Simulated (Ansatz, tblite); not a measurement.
Cost and result up the ladder for (HBe-mu-NH2)2 (Be2N2H6) (10 atoms). Charge 0, multiplicity 1. Geometry: PBE0-D4/def2-TZVP.

```tsv
atom	x (Å)	y (Å)	z (Å)
Be1	1.0748	-0.0928	0.3107
H2	2.3130	-0.5538	0.6201
N3	0.3332	0.3110	-1.1498
Be4	-1.0327	-0.2697	-0.3478
H5	-2.1411	-0.9278	-0.7719
N6	-0.3682	-0.0091	1.1808
H7	0.6408	-0.0798	-2.0293
H8	0.2918	1.3171	-1.2874
H9	-0.5589	-0.6270	1.9570
H10	-0.5524	0.9319	1.5176
```

Ansatz on 4 threads of Intel Xeon on a shared host; xTB runs through tblite on one thread. Times are rough, summed over both states, and most runs start from the orbitals of an earlier one. PBE0-D4/def2-TZVP serves as the yardstick here, not as an exact answer. The other state is a doublet.

The xTB rows come from tblite.

Raw xTB energies of ions are shifted by several eV.

```
                            level  functions  wall time  vertical IE (eV)  difference from PBE0-D4/def2-TZVP (eV)
                         GFN2-xTB         22    0.014 s             13.28                                    3.92
                         GFN1-xTB         28    0.023 s             13.49                                    4.13
                 PBE-D4/def2-TZVP        136      4.3 s              8.93                                   -0.43
                PBE0-D4/def2-TZVP        136      5.7 s              9.36                                    0.00
r2SCAN-D4/def2-TZVP (with forces)        136      7.8 s              9.05                                   -0.31
```
